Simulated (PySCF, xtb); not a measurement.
Si(CCH)(H)(Me)2 (C₄H₈Si), SMILES C#C[SiH](C)C.

Harmonic wavenumbers (cm⁻¹) from GFN2-xTB (xtb) at its own minimum, in rising order: 105, 109, 114, 143, 181, 281, 282, 614, 619, 622, 679, 684, 721, 759, 799, 838, 843, 862, 1375, 1377, 1486, 1490, 1490, 1495, 2166, 2206, 3032, 3033, 3035, 3038, 3043, 3046, 3349.

What does B3LYP-D3(BJ)/def2-SVP run with PySCF give at its own minimum? (An estimate is asked for; the answer gives what the named calculation found.)

124, 149, 160, 180, 205, 332, 348, 580, 623, 674, 705, 739, 739, 747, 779, 860, 902, 908, 1268, 1273, 1428, 1431, 1436, 1443, 2146, 2211, 3030, 3030, 3121, 3122, 3128, 3129, 3456. Paired by order, the mean absolute difference is 47 cm⁻¹ and the zero-point energies are 62.8 and 63.5 kcal/mol.
